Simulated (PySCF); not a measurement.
C3H6BBr. Atoms are numbered in the order given.

```xyz
11

B      0.3025    -0.5541     0.0000
Br    -0.2046     1.3132     0.0000
C      1.8314    -0.8799     0.0000
H      2.0648    -1.9541     0.0000
H      2.3124    -0.4179     0.8783
H      2.3124    -0.4179    -0.8783
C     -0.8569    -1.5814     0.0000
C     -0.6476    -2.9084     0.0000
H     -1.8931    -1.2233     0.0000
H     -1.4707    -3.6312     0.0000
H      0.3627    -3.3310     0.0000
```
Charge 0, spin multiplicity 1.

The structure is a stationary point at PBE0-D3(BJ)/def2-SVP. One conformer was computed; it need not be the lowest.

Calculation: PBE0-D3(BJ)/def2-SVP run with PySCF.

Frequencies are harmonic and unscaled.

Computed vibrational spectrum:
```
mode  ν (cm⁻¹)  IR (km/mol)  Raman (Å⁴/amu)  depolarisation  moving atoms (share of kinetic energy)
----  --------  -----------  --------------  --------------  --------------------------------------
1           56          1.0             1.7            0.75                          H 82 %, C 16 %
2           75          0.6             4.4            0.75                          H 50 %, C 41 %
3          208          0.6             0.9            0.61         C 52 %, H 22 %, Br 13 %, B 13 %
4          272          0.2             1.4            0.75                 C 55 %, H 31 %, Br 10 %
5          341          2.5             6.2            0.24                 C 57 %, Br 23 %, H 17 %
6          348          0.6             3.6            0.75                          H 56 %, B 41 %
7          583          4.0             5.1            0.75                  H 67 %, C 21 %, B 11 %
8          590         24.8             5.4            0.15                  C 47 %, H 28 %, B 20 %
9          794         23.8             0.9            0.33                  H 54 %, C 32 %, B 13 %
10         847         20.8             0.3            0.75                  H 50 %, B 28 %, C 21 %
11         986         50.8             4.0            0.75                  H 63 %, B 21 %, C 16 %
12        1015         31.0             1.0            0.75                          H 75 %, C 25 %
13        1038        182.4             0.7            0.75                  H 41 %, B 40 %, C 19 %
14        1052          7.2             0.5            0.75                          H 88 %, C 12 %
15        1191         33.7             2.7            0.22                   H 46 %, B 46 %, C 8 %
16        1298          8.9             9.6            0.39                          H 69 %, C 28 %
17        1329        106.7             7.6            0.59                  H 60 %, C 28 %, B 12 %
18        1423          7.1            10.4            0.75                                  H 96 %
19        1428         33.1            20.7            0.46                          H 89 %, C 11 %
20        1431         44.0            28.0            0.51                          H 80 %, C 14 %
21        1686         67.0            81.3            0.23                          C 85 %, H 14 %
22        3054          0.5           140.0            0.01                                  H 97 %
23        3138          0.4            77.1            0.75                           H 91 %, C 9 %
24        3150         10.0            93.8            0.15                                  H 95 %
25        3165         13.6            62.4            0.74                           H 91 %, C 9 %
26        3177          2.2           112.2            0.26                           H 91 %, C 8 %
27        3248          5.8            80.9            0.67                          H 89 %, C 11 %
```
